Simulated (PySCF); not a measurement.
Level of theory: PySCF with ωB97X-D3(BJ)/def2-TZVP // PBE0-D3(BJ)/def2-SVP. Isolated molecules, 0 K electronic values unless said otherwise. One relaxed conformer stands for a flexible species; it need not be the lowest. Excitations are Tamm–Dancoff values on a coarser integration grid. The basis has no diffuse functions, so Rydberg states are missing or too high.

Reference species (SMILES): `c1(B)cocc1S` (neutral, multiplicity 1).

```json
{
 "brightest of the four lowest singlets (TDA)": "5.73 eV",
 "HOMO": "-8.68 eV",
 "S1 oscillator strength": "0.042",
 "HOMO–LUMO gap": "8.87 eV"
}
```

Changed species: `Bc1occc1S`.

Problem. Predict the effect on the brightest of the four lowest singlets (TDA), HOMO, S1 oscillator strength and HOMO–LUMO gap.

Solution. the brightest of the four lowest singlets (TDA) falls by 1.11 eV, to 4.62 eV; the HOMO falls by 0.23 eV, to -8.91 eV; the S1 oscillator strength rises by 0.244, to 0.286; the HOMO–LUMO gap stays essentially unchanged.
